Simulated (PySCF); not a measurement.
Which is lower?

Two relaxed structures of BH₃TeO, closed shell (PBE0-D4/def2-TZVP; forces vanish, vibrations not checked).

A:

B1  (-0.908, 0.502, -0.577)
Te2  (-0.462, -1.201, 0.526)
O3  (1.241, -0.685, 1.367)
H4  (-1.935, 0.472, -1.183)
H5  (-0.159, 1.428, -0.589)
H6  (1.939, -0.748, 0.709)
(Å)

B:

```
6
angstrom
B -0.9148 0.0573 -0.5651
Te -0.5190 -0.8590 1.3244
O 1.2481 -1.0966 1.5295
H -2.0527 0.4125 -0.6619
H -0.0034 0.4550 -1.2187
H -0.9574 -1.2765 -0.6029
```

PySCF 2.14 with density fitting (its default auxiliary sets; JK sets also for MP2 and CCSD(T)); basis: def2-TZVPP; cores frozen in the correlated methods. Filled d shells of the heavier atoms are correlated. Core potentials replace the inner electrons of the atoms past krypton. The def2 sets are not built for correlating such inner shells, so the correlated values are less sure here. B3LYP uses VWN-RPA correlation.

Which structure is lower at CCSD(T), and by how much? (Judge from chemistry; the value comes from the calculation.)

The calculation gives: A, by 2.099 eV (electronic energy, against the other). By their contacts, A is BH₃TeO ([BH2][Te][OH]) and B is BH₃TeO ([O][Te]1[H][BH2]1).

All methods give the same order:

```
   method  E(B) − E(A) (eV)
   PBE-D4             1.731
r2SCAN-D4             1.928
  PBE0-D4             2.086
 B3LYP-D4             2.091
  wB97M-V             2.258
       HF             3.055
      MP2             2.022
     CCSD             2.319
  CCSD(T)             2.099
```

T1 diagnostic: at most 0.025. The restricted Hartree–Fock reference is unstable towards an unrestricted one at one or more of these structures.

Labels in which every atom is bracketed show which atoms are joined, not bond orders.

For scale, one of the runs: CCSD(T)/def2-TZVPP, 154 basis functions, launched by `OMP_NUM_THREADS=2 python run.py`. Time: 4 min of wall clock on 2 CPU threads of an Intel Xeon Platinum 8375C; the host was shared. Peak host memory: 1.5 GiB.
